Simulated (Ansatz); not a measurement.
Compare A (`NC1(F)N[SiH2]N1`) with its isomer B (`N[SiH2]/N=C(/N)F`).

Calculated with Ansatz (gas phase, PBE0-D4/def2-TZVP geometries, no zero-point term in ΔE). CCSD(T)/CBS is the MP2 limit (def2-TZVPP, def2-QZVPP) plus CCSD(T) − MP2 in def2-TZVPP, frozen cores. Functionals use def2-TZVPP. B3LYP here is the variant with VWN-RPA as its local correlation; programs differ in this. Each species was taken in one conformer, which may not be the lowest.

Problem. Which isomer does CCSD(T)/CBS put lower? Give the gap. (Estimate.)

Solution. The calculation gave: B, by 17.0 kcal/mol.

Problem. Give E(B) − E(A) in kcal/mol with PBE-D4, CCSD/def2-TZVPP, B2PLYP, HF/def2-TZVPP, CCSD(T)/def2-TZVPP, ωB97M-V, B3LYP. (Estimate.)

Solution. The calculation gave: PBE-D4 -19.5, CCSD/def2-TZVPP -17.2, B2PLYP -21.7, HF/def2-TZVPP -22.9, CCSD(T)/def2-TZVPP -17.3, ωB97M-V -17.1, B3LYP -23.9. None reverses the order clearly.

Largest T1 diagnostic: 0.012.

In def2-TZVPP, CCSD(T) changes the Hartree–Fock value by +5.7 kcal/mol (the triples alone add −0.1 kcal/mol) and MP2 by +5.3 kcal/mol. From PBE to PBE0 (25 % exact exchange), in def2-TZVPP and without D4, E(B) − E(A) moves by +2.6 kcal/mol.
